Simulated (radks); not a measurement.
Initial-state core-level shifts of the palladium ion Pd3+ when its valence configuration changes from [Kr] 4d7. All-electron calculation, Dirac Kohn-Sham, BLYP, spin-unpolarised, spherical densities, finite nucleus; open shells are shared between the two j in proportion to 2j + 1; Fermi nuclear charge, rms radius 4.5318 fm. Program: a radial shooting solver on a logarithmic mesh with Libxc functionals. Shifts are changes of the shell-averaged eigenvalues in eV (positive: less bound); the change of the density at the nucleus, which sets a Mossbauer isomer shift, is in e/bohr^3, on a base of 1.328e+05.

valence           2p       3s       3d       4p  density at nucleus
4d6.5 5p0.5   -3.672   -3.583   -3.604   -3.068               +2.61
4d6 5p1       -7.444   -7.250   -7.294   -6.160               +5.47
4d5 5s1 5p1  -14.083  -13.603  -13.705  -11.244              +51.18
4d5 5s2      -12.895  -12.394  -12.497  -10.088              +89.11
4d5 5p2      -15.246  -14.788  -14.889  -12.376              +11.92
4d6 5s1       -6.239   -6.023   -6.070   -4.973              +41.27
4d4 5s2 5p1  -21.104  -20.264  -20.434  -16.427             +103.56
4d5.5 5p1.5  -11.303  -10.986  -11.058   -9.265               +8.58
4d6.5 5s0.5   -3.064   -2.964   -2.987   -2.465              +19.83
